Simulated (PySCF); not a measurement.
Start geometry of B(NH2)3 (`NB(N)N`) from GFN2-xTB (Å):
```
atom  x, y, z in Å
B1    -0.0006    0.0003    0.0017
N2     1.4148   -0.0070   -0.0428
H3     1.9588   -0.8486   -0.0309
H4     1.9685    0.8279   -0.0544
N5    -0.7042    1.2300   -0.0137
H6    -1.6998    1.2887    0.0853
H7    -0.2462    2.1210    0.0200
N8    -0.7134   -1.2239    0.0639
H9    -0.2656   -2.1156   -0.0283
H10   -1.7124   -1.2726   -0.0007
```

**Question.** What comes out of this run: PySCF, PBE0-D3(BJ)/def2-SVP geometry optimisation, gas phase?

**Answer.** 
```
atom  x, y, z in Å
B1    -0.002   -0.001   -0.001
N2     1.424   -0.030   -0.077
H3     1.963   -0.878    0.008
H4     1.991    0.803   -0.113
N5    -0.700    1.246   -0.090
H6    -1.684    1.318    0.123
H7    -0.223    2.132   -0.022
N8    -0.737   -1.220    0.162
H9    -0.300   -2.118    0.013
H10   -1.732   -1.252   -0.004
```

The energy falls by 0.019 eV over 10 energy and gradient evaluations, the largest force component goes from 0.0058 to 2.6e-04 Eh/bohr, and the atoms move by 0.039 Å rms after alignment. Among the bonds, B1–N5 and B1–N8 change most and about equally (+0.015 Å). Bonds longer at the end by more than 0.005 Å: 9 of 9; shorter: 0. Rotational constants go from 9033, 9028, 4517 to 8881, 8861, 4445 MHz. The orientation of the end geometry is arbitrary; only internal coordinates are fixed.

The run used 86 basis functions and 60 SCF cycles in all.

Whether it is a minimum is left open (no frequencies).
